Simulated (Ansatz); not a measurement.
Ansatz results at the PBE0-D4/def2-TZVP geometry: HOMO energy (PBE0/def2-TZVPP) -7.72 eV; size of the dipole moment (PBE/def2-TZVPP) 1.07 D; HOMO–LUMO gap (PBE0/def2-TZVPP) 6.89 eV.

Each molecule was computed in one conformer, which needn't be the lowest.

Which molecule gave them?
A. `[OH][Al]([Br])[O][SiH3]`
B. `[CH3][AlH][N]([SiH3])[SiH3]`
C. `C[S][AlH][Cl]`
D. `[CH3][Al]([NH2])[SiH2][SiH3]`

B. The others give `[OH][Al]([Br])[O][SiH3]`: -8.63, 1.77, 7.66; `C[S][AlH][Cl]`: -7.41, 2.45, 6.30; `[CH3][Al]([NH2])[SiH2][SiH3]`: -7.16, 1.90, 6.23.
